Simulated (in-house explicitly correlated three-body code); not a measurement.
Computed with an exponentially correlated three-body code. Model: two electrons around a point charge, non-relativistic, variational in 260 exponentially correlated functions (energies converged to about 1e-7 hartree, or 1e-8 relative for large Z), ground state as one setting changes.

```json
{"nuclear charge": "9.1", "ground energy (hartree)": "-77.2792227", "binding of second electron (eV)": "976.19", "mean radius (bohr)": "0.17195", "mean distance of electrons (bohr)": "0.25341", "mean cosine of angle": "-0.014593"}
{"nuclear charge": "9.2", "ground energy (hartree)": "-79.0467328", "binding of second electron (eV)": "999.39", "mean radius (bohr)": "0.17", "mean distance of electrons (bohr)": "0.25051", "mean cosine of angle": "-0.014435"}
{"nuclear charge": "9.3", "ground energy (hartree)": "-80.8342426", "binding of second electron (eV)": "1022.9", "mean radius (bohr)": "0.1681", "mean distance of electrons (bohr)": "0.24768", "mean cosine of angle": "-0.01428"}
{"nuclear charge": "9.4", "ground energy (hartree)": "-82.6417523", "binding of second electron (eV)": "1046.6", "mean radius (bohr)": "0.16624", "mean distance of electrons (bohr)": "0.2449", "mean cosine of angle": "-0.014129"}
{"nuclear charge": "9.5", "ground energy (hartree)": "-84.4692619", "binding of second electron (eV)": "1070.6", "mean radius (bohr)": "0.16441", "mean distance of electrons (bohr)": "0.24219", "mean cosine of angle": "-0.013981"}
{"nuclear charge": "9.6", "ground energy (hartree)": "-86.3167711", "binding of second electron (eV)": "1094.9", "mean radius (bohr)": "0.16263", "mean distance of electrons (bohr)": "0.23954", "mean cosine of angle": "-0.013836"}
{"nuclear charge": "9.7", "ground energy (hartree)": "-88.1842802", "binding of second electron (eV)": "1119.5", "mean radius (bohr)": "0.16089", "mean distance of electrons (bohr)": "0.23695", "mean cosine of angle": "-0.013694"}
{"nuclear charge": "9.8", "ground energy (hartree)": "?", "binding of second electron (eV)": "?", "mean radius (bohr)": "?", "mean distance of electrons (bohr)": "?", "mean cosine of angle": "?"}
{"nuclear charge": "9.9", "ground energy (hartree)": "-91.9792979", "binding of second electron (eV)": "1169.4", "mean radius (bohr)": "0.15751", "mean distance of electrons (bohr)": "0.23192", "mean cosine of angle": "-0.013418"}
{"nuclear charge": "10.1", "ground energy (hartree)": "-95.8543149", "binding of second electron (eV)": "1220.4", "mean radius (bohr)": "0.15427", "mean distance of electrons (bohr)": "0.22711", "mean cosine of angle": "-0.013154"}
{"nuclear charge": "10.2", "ground energy (hartree)": "-97.8218231", "binding of second electron (eV)": "1246.3", "mean radius (bohr)": "0.1527", "mean distance of electrons (bohr)": "0.22478", "mean cosine of angle": "-0.013025"}
{"nuclear charge": "10.3", "ground energy (hartree)": "-99.8093311", "binding of second electron (eV)": "1272.5", "mean radius (bohr)": "0.15116", "mean distance of electrons (bohr)": "0.22249", "mean cosine of angle": "-0.012899"}
{"nuclear charge": "10.4", "ground energy (hartree)": "-101.816839", "binding of second electron (eV)": "1299", "mean radius (bohr)": "0.14965", "mean distance of electrons (bohr)": "0.22025", "mean cosine of angle": "-0.012776"}
{"nuclear charge": "10.5", "ground energy (hartree)": "-103.844347", "binding of second electron (eV)": "1325.7", "mean radius (bohr)": "0.14817", "mean distance of electrons (bohr)": "0.21806", "mean cosine of angle": "-0.012655"}
{"nuclear charge": "11.5", "ground energy (hartree)": "-125.219417", "binding of second electron (eV)": "1608", "mean radius (bohr)": "0.13485", "mean distance of electrons (bohr)": "0.19829", "mean cosine of angle": "-0.011558"}
{"nuclear charge": "11.6", "ground energy (hartree)": "-127.466924", "binding of second electron (eV)": "1637.8", "mean radius (bohr)": "0.13365", "mean distance of electrons (bohr)": "0.19651", "mean cosine of angle": "-0.011459"}
{"nuclear charge": "11.7", "ground energy (hartree)": "?", "binding of second electron (eV)": "?", "mean radius (bohr)": "?", "mean distance of electrons (bohr)": "?", "mean cosine of angle": "?"}
{"nuclear charge": "11.8", "ground energy (hartree)": "-132.021936", "binding of second electron (eV)": "1698", "mean radius (bohr)": "0.13131", "mean distance of electrons (bohr)": "0.19305", "mean cosine of angle": "-0.011265"}
{"nuclear charge": "11.9", "ground energy (hartree)": "-134.329442", "binding of second electron (eV)": "1728.6", "mean radius (bohr)": "0.13017", "mean distance of electrons (bohr)": "0.19136", "mean cosine of angle": "-0.011171"}
```

What follows for nuclear charge = 11.7?

ground energy -129.73443 hartree; binding of second electron 1667.8 eV; mean radius 0.13247 bohr; mean distance of electrons 0.19476 bohr; mean cosine of angle -0.011361.

What follows for nuclear charge = 9.8?

ground energy -90.0717892 hartree; binding of second electron 1144.3 eV; mean radius 0.15918 bohr; mean distance of electrons 0.23441 bohr; mean cosine of angle -0.013555.
